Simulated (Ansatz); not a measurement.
`[CH3][Sb]([NH2])[OH]` from Hartree–Fock to CCSD(T)

Cartesian coordinates in Å:
```
C 0.257 -0.886 1.184
Sb -0.485 0.940 0.361
N 0.788 1.039 -1.194
O -1.900 -0.094 -0.543
H 0.288 -1.623 0.380
H 1.255 -0.738 1.598
H -0.413 -1.240 1.967
H 1.369 0.237 -1.390
H 1.313 1.894 -1.295
H -2.472 0.471 -1.068
```

Charge 0, multiplicity 1. Correlated methods include outer-core shells of Sb, which these sets cover unevenly. Sb takes the def2 core potential. The geometry is a stationary point of PBE0-D4/def2-TZVP. It is one conformer, not always the lowest. Frozen core, restricted reference, the Gaussian-basis code of Ansatz.

```tsv
basis	HF (Eh)	MP2 corr.
def2-SVP	-409.79087	-0.63011
def2-TZVPP	-410.02759	-0.99558
def2-QZVPP	-410.03987	-1.28320
```

**Question.** Estimate the CCSD correlation energy and the (T) correction in each basis where they were run (hartree).

**Answer.** 
```
     basis  CCSD corr.       (T)
  def2-SVP    -0.66823  -0.01833
def2-TZVPP    -1.00741  -0.03654
```
